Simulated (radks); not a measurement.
Isoelectronic series with 14 electrons, each ion in its NIST ground configuration. All-electron calculation, non-relativistic Kohn-Sham, PBE, spin-unpolarised, spherical densities, point nucleus. Program: a radial shooting solver on a logarithmic mesh with Libxc functionals. Total energies (hartree) and mean radii <r> (bohr):

\begin{tabular}{lrrrr}
ion & configuration & E (hartree) & 3p & 3s \\ \hline
Si & [Ne] 3s2 3p2 & -289.20275 & 2.794 & 2.168 \\
S2+ & [Ne] 3s2 3p2 & -396.66246 & 1.767 & 1.582 \\
Ar4+ & [Ne] 3s2 3p2 & -522.01904 & 1.337 & 1.259 \\
Ca6+ & [Ne] 3s2 3p2 & -665.21447 & 1.085 & 1.050 \\
Ti8+ & [Ne] 3s2 3p2 & -826.22434 & 0.9170 & 0.9035 \\
Cr10+ & [Ne] 3s2 3p2 & -1005.03604 & 0.7953 & 0.7936 \\
Fe12+ & [Ne] 3s2 3p2 & -1201.64225 & 0.7030 & 0.7081 \\
Ni14+ & [Ne] 3s2 3p2 & -1416.03842 & 0.6302 & 0.6396 \\
Zn16+ & [Ne] 3s2 3p2 & -1648.22150 & 0.5714 & 0.5834 \\
Ge18+ & [Ne] 3s2 3p2 & -1898.18942 & 0.5228 & 0.5363 \\
\end{tabular}
